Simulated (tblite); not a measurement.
A geometry optimisation, step by step.

Compound: C₃H₁₀O₃SSi.
Numbering: `[CH3:1][Si@@H:2]([OH:3])[O:4][CH2:5][S@:6]([CH3:7])=[O:8]` (hydrogens: H9, H10, H11 on C1; H12 on Si2; H13 on O3; H14, H15 on C5; H16, H17, H18 on C7)

Computed with GFN2-xTB (tblite), gas phase: L-BFGS steps from a force-field or distance-geometry start until the largest atomic force falls under 0.01 eV/Å. 8 of its 152 geometries are shown.

Step 0: E = -782.6397 eV, largest atomic force 2.143 eV/Å
```
atom  x, y, z in Å  |  force x, y, z in eV/Å
C1     -2.068    1.088   -1.655   -0.464   1.294  -0.505
Si2    -1.603   -0.255   -0.492    0.370  -2.052   0.494
O3     -1.002   -1.601   -1.261   -0.741   1.052   0.555
O4     -0.463    0.259    0.616    0.514  -1.233   0.602
C5      0.273   -0.717    1.369   -1.224   1.341  -0.543
S6      1.907   -1.029    0.600    0.556  -0.984  -0.793
C7      2.507    0.679    0.709    0.001   0.656   0.118
O8      1.713   -1.347   -0.847   -0.152   0.478   0.972
H9     -2.836    0.746   -2.357    0.290   0.053   0.287
H10    -2.484    1.953   -1.111    0.220  -0.354  -0.358
H11    -1.218    1.430   -2.237   -0.056   0.121  -0.063
H12    -2.792   -0.684    0.288    0.394  -0.065  -0.186
H13    -0.055   -1.575   -1.447    0.306  -0.148   0.064
H14    -0.243   -1.675    1.465   -0.069   0.130  -0.238
H15     0.447   -0.312    2.370    0.091   0.014  -0.104
H16     3.522    0.713    0.331    0.039  -0.050  -0.107
H17     1.873    1.343    0.124   -0.008  -0.091   0.049
H18     2.513    0.990    1.757   -0.067  -0.160  -0.243
```

Step 22: E = -782.9092 eV, largest atomic force 0.186 eV/Å
```
atom  x, y, z in Å  |  force x, y, z in eV/Å
C1     -2.004    1.138   -1.602    0.000   0.058  -0.031
Si2    -1.593   -0.366   -0.537   -0.033   0.018  -0.059
O3     -0.974   -1.624   -1.337   -0.021   0.035   0.027
O4     -0.498    0.212    0.582   -0.057  -0.107   0.072
C5      0.197   -0.645    1.385    0.165  -0.022  -0.084
S6      1.878   -1.038    0.617   -0.035   0.077   0.009
C7      2.478    0.700    0.662   -0.028  -0.039   0.005
O8      1.606   -1.324   -0.806    0.024  -0.072   0.027
H9     -2.768    0.877   -2.329    0.050  -0.053   0.068
H10    -2.386    1.970   -1.020    0.050  -0.044   0.015
H11    -1.137    1.485   -2.157   -0.007   0.019   0.021
H12    -2.720   -0.905    0.224   -0.014  -0.003  -0.028
H13     0.001   -1.700   -1.349   -0.020   0.042  -0.035
H14    -0.292   -1.617    1.511    0.003   0.067   0.030
H15     0.419   -0.201    2.360   -0.081   0.027  -0.041
H16     3.455    0.720    0.184   -0.071   0.044   0.044
H17     1.779    1.339    0.128    0.008  -0.089   0.042
H18     2.550    0.985    1.707    0.067   0.041  -0.082
```

Step 43: E = -782.9462 eV, largest atomic force 0.099 eV/Å
```
atom  x, y, z in Å  |  force x, y, z in eV/Å
C1     -1.931    1.179   -1.543    0.023  -0.016   0.003
Si2    -1.575   -0.417   -0.595    0.006   0.016   0.031
O3     -0.922   -1.603   -1.472    0.041   0.031   0.010
O4     -0.547    0.124    0.595    0.001   0.034   0.003
C5      0.186   -0.641    1.452   -0.037   0.009  -0.012
S6      1.876   -1.042    0.726    0.038  -0.010  -0.011
C7      2.398    0.718    0.588    0.008  -0.023  -0.018
O8      1.621   -1.500   -0.654    0.021   0.023   0.043
H9     -2.700    0.994   -2.286    0.024  -0.013  -0.003
H10    -2.283    1.978   -0.901    0.003  -0.028   0.038
H11    -1.048    1.537   -2.063    0.006   0.025  -0.043
H12    -2.749   -1.005    0.047    0.013  -0.010   0.023
H13     0.043   -1.730   -1.411   -0.017   0.031   0.022
H14    -0.277   -1.608    1.671    0.003   0.023   0.006
H15     0.389   -0.095    2.379   -0.044  -0.050  -0.028
H16     3.280    0.754   -0.046   -0.071   0.007  -0.009
H17     1.585    1.290    0.152    0.043  -0.018   0.018
H18     2.646    1.073    1.585   -0.059  -0.031  -0.073
```

Step 65: E = -782.9736 eV, largest atomic force 0.065 eV/Å
```
atom  x, y, z in Å  |  force x, y, z in eV/Å
C1     -1.861    1.238   -1.496   -0.028  -0.003  -0.006
Si2    -1.487   -0.387   -0.611    0.033  -0.012  -0.013
O3     -0.710   -1.441   -1.547    0.045   0.000   0.007
O4     -0.554    0.134    0.665   -0.011  -0.026   0.022
C5      0.145   -0.666    1.517    0.022  -0.003   0.000
S6      1.868   -1.050    0.856   -0.029  -0.009  -0.020
C7      2.250    0.697    0.446    0.008   0.001  -0.026
O8      1.657   -1.735   -0.438    0.022   0.029   0.037
H9     -2.630    1.065   -2.240    0.021   0.012  -0.014
H10    -2.226    2.003   -0.820    0.035  -0.010  -0.008
H11    -0.985    1.623   -2.012   -0.053   0.024   0.017
H12    -2.646   -1.061   -0.029   -0.022  -0.011  -0.014
H13     0.219   -1.674   -1.326   -0.057   0.020   0.025
H14    -0.323   -1.641    1.681   -0.001   0.018   0.013
H15     0.310   -0.154    2.469   -0.013  -0.025   0.011
H16     2.995    0.702   -0.342    0.032  -0.007   0.035
H17     1.339    1.180    0.105   -0.003   0.022  -0.016
H18     2.630    1.173    1.344   -0.002  -0.020  -0.050
```

Step 86: E = -782.9823 eV, largest atomic force 0.036 eV/Å
```
atom  x, y, z in Å  |  force x, y, z in eV/Å
C1     -1.840    1.276   -1.449    0.016  -0.019  -0.006
Si2    -1.436   -0.378   -0.633   -0.007  -0.019   0.018
O3     -0.551   -1.331   -1.579    0.004   0.019  -0.002
O4     -0.607    0.115    0.723    0.011   0.015  -0.004
C5      0.111   -0.674    1.568    0.002  -0.008  -0.010
S6      1.850   -1.026    0.932    0.006   0.016  -0.001
C7      2.186    0.676    0.336   -0.005  -0.006   0.008
O8      1.669   -1.844   -0.289   -0.018  -0.006   0.012
H9     -2.601    1.118   -2.204   -0.017   0.032  -0.004
H10    -2.215    2.005   -0.739   -0.020  -0.022  -0.007
H11    -0.975    1.706   -1.945    0.005   0.014  -0.013
H12    -2.607   -1.120   -0.164    0.013  -0.011   0.000
H13     0.324   -1.648   -1.257   -0.012   0.015  -0.001
H14    -0.328   -1.665    1.711   -0.017  -0.002   0.020
H15     0.242   -0.173    2.531    0.023  -0.006  -0.015
H16     2.909    0.603   -0.468    0.015   0.003   0.007
H17     1.265    1.127   -0.020   -0.004  -0.027  -0.012
H18     2.594    1.240    1.167    0.007   0.011   0.011
```

Step 108: E = -782.9991 eV, largest atomic force 0.043 eV/Å
```
atom  x, y, z in Å  |  force x, y, z in eV/Å
C1     -1.934    1.294   -1.400   -0.014   0.003  -0.006
Si2    -1.378   -0.347   -0.653    0.016   0.029  -0.007
O3     -0.390   -1.099   -1.677    0.028  -0.017   0.012
O4     -0.591    0.158    0.722   -0.017   0.007   0.000
C5      0.100   -0.617    1.601    0.009   0.005  -0.008
S6      1.819   -1.075    0.979   -0.016  -0.029  -0.010
C7      2.216    0.571    0.279    0.021   0.025   0.019
O8      1.602   -1.953   -0.192   -0.006  -0.001   0.025
H9     -2.661    1.108   -2.182    0.000  -0.023  -0.013
H10    -2.399    1.944   -0.668    0.002  -0.009   0.030
H11    -1.105    1.832   -1.850   -0.010   0.009   0.001
H12    -2.458   -1.233   -0.213    0.011   0.002  -0.022
H13     0.406   -1.551   -1.314   -0.037  -0.001   0.003
H14    -0.386   -1.577    1.805    0.010   0.013  -0.023
H15     0.258   -0.073    2.537    0.035   0.006  -0.017
H16     3.146    0.477   -0.274   -0.039  -0.006   0.016
H17     1.412    0.882   -0.381    0.011  -0.002   0.019
H18     2.333    1.265    1.104   -0.002  -0.009  -0.019
```

Step 129: E = -783.0031 eV, largest atomic force 0.028 eV/Å
```
atom  x, y, z in Å  |  force x, y, z in eV/Å
C1     -1.973    1.300   -1.387   -0.005   0.001   0.007
Si2    -1.342   -0.328   -0.676    0.000  -0.003   0.008
O3     -0.318   -1.027   -1.702   -0.005   0.012  -0.007
O4     -0.587    0.180    0.714    0.010   0.006   0.015
C5      0.097   -0.586    1.606   -0.003  -0.002   0.005
S6      1.802   -1.099    0.997    0.016   0.005   0.014
C7      2.228    0.528    0.272    0.009   0.009  -0.025
O8      1.574   -1.995   -0.158   -0.013  -0.003   0.009
H9     -2.684    1.093   -2.177    0.009   0.000  -0.014
H10    -2.477    1.893   -0.633   -0.017   0.006   0.011
H11    -1.177    1.905   -1.811    0.000  -0.016  -0.007
H12    -2.394   -1.260   -0.268   -0.010  -0.014   0.001
H13     0.434   -1.534   -1.325    0.011   0.001  -0.006
H14    -0.409   -1.529    1.841   -0.005   0.009  -0.017
H15     0.280   -0.021    2.525    0.001   0.003  -0.016
H16     3.183    0.426   -0.234   -0.007  -0.005   0.015
H17     1.456    0.809   -0.438    0.001   0.018   0.014
H18     2.297    1.252    1.076    0.008  -0.026  -0.007
```

Step 151: E = -783.0097 eV, largest atomic force 0.009 eV/Å
```
atom  x, y, z in Å  |  force x, y, z in eV/Å
C1     -2.069    1.269   -1.400    0.001   0.001  -0.001
Si2    -1.322   -0.313   -0.702   -0.001   0.006  -0.001
O3     -0.278   -0.933   -1.759   -0.004  -0.006   0.001
O4     -0.562    0.233    0.671    0.000  -0.002  -0.001
C5      0.087   -0.523    1.598    0.002   0.000   0.002
S6      1.772   -1.132    1.019   -0.005  -0.006   0.004
C7      2.312    0.475    0.323    0.001   0.002  -0.001
O8      1.512   -2.002   -0.149    0.001   0.001  -0.002
H9     -2.704    1.022   -2.242    0.007   0.002   0.003
H10    -2.675    1.782   -0.662    0.000  -0.001  -0.008
H11    -1.310    1.960   -1.752   -0.006   0.003   0.001
H12    -2.307   -1.309   -0.274   -0.001  -0.006   0.001
H13     0.456   -1.471   -1.392    0.002   0.007  -0.002
H14    -0.461   -1.433    1.862    0.003  -0.003   0.003
H15     0.288    0.071    2.493    0.006   0.002   0.003
H16     3.187    0.292   -0.290   -0.006  -0.003   0.001
H17     1.508    0.892   -0.276    0.001   0.002  -0.003
H18     2.558    1.128    1.152   -0.002   0.001  -0.001
```

Q: Summarise the path.

A: The energy falls by 8.53 kcal/mol from step 0 to step 151; nine tenths of that is first reached at step 64. It rises by more than 0.2 meV at step 101. The largest force goes from 2.143 to 0.009 eV/Å. Among the bonds O4–C5 changes most, from 1.436 to 1.361 Å; the atoms move by 0.627 Å rms after alignment.

Q: Follow the three bonds and two angles with the largest change from start to end.

A: 
| step | E above end (kcal/mol) | largest force (eV/Å) | O4–C5 (Å) | Si2–O3 (Å) | C5–S6 (Å) | C1–Si2–O4 (°) | Si2–O4–C5 (°) |
| --- | --- | --- | --- | --- | --- | --- | --- |
| 0 | 8.53 | 2.143 | 1.436 | 1.663 | 1.833 | 111.6 | 119.3 |
| 7 | 3.41 | 0.164 | 1.371 | 1.616 | 1.880 | 109.5 | 121.4 |
| 13 | 2.91 | 0.091 | 1.366 | 1.614 | 1.884 | 108.1 | 120.7 |
| 20 | 2.48 | 0.145 | 1.365 | 1.615 | 1.887 | 105.8 | 120.7 |
| 26 | 2.06 | 0.138 | 1.362 | 1.612 | 1.875 | 101.9 | 122.1 |
| 33 | 1.78 | 0.103 | 1.362 | 1.611 | 1.888 | 100.7 | 123.8 |
| 39 | 1.59 | 0.107 | 1.363 | 1.613 | 1.888 | 100.6 | 125.6 |
| 46 | 1.39 | 0.086 | 1.361 | 1.613 | 1.885 | 101.1 | 127.8 |
| 53 | 1.18 | 0.097 | 1.362 | 1.611 | 1.880 | 102.3 | 126.9 |
| 59 | 0.93 | 0.068 | 1.363 | 1.609 | 1.884 | 101.5 | 126.0 |
| 66 | 0.81 | 0.064 | 1.362 | 1.609 | 1.885 | 101.6 | 125.7 |
| 72 | 0.74 | 0.049 | 1.362 | 1.608 | 1.884 | 102.1 | 125.9 |
| 79 | 0.67 | 0.028 | 1.361 | 1.607 | 1.884 | 102.0 | 126.1 |
| 85 | 0.64 | 0.037 | 1.361 | 1.608 | 1.886 | 101.5 | 126.7 |
| 92 | 0.59 | 0.095 | 1.361 | 1.606 | 1.883 | 101.0 | 126.7 |
| 98 | 0.46 | 0.118 | 1.361 | 1.608 | 1.882 | 101.4 | 127.1 |
| 105 | 0.27 | 0.059 | 1.361 | 1.611 | 1.884 | 101.7 | 127.1 |
| 112 | 0.20 | 0.042 | 1.360 | 1.610 | 1.881 | 101.7 | 127.0 |
| 118 | 0.18 | 0.015 | 1.361 | 1.610 | 1.882 | 101.6 | 126.8 |
| 125 | 0.16 | 0.019 | 1.361 | 1.610 | 1.882 | 101.9 | 126.9 |
| 131 | 0.14 | 0.044 | 1.360 | 1.610 | 1.883 | 101.6 | 127.4 |
| 138 | 0.07 | 0.047 | 1.361 | 1.611 | 1.880 | 102.0 | 127.2 |
| 144 | 0.02 | 0.032 | 1.361 | 1.611 | 1.881 | 102.1 | 126.9 |
| 151 | 0.00 | 0.009 | 1.361 | 1.611 | 1.883 | 102.2 | 126.8 |

What follows is the cost of the whole relaxation. The run took 1.3 s on one thread of an Arm Neoverse V1, shared host with 32 logical CPUs at a one-minute load of 11.
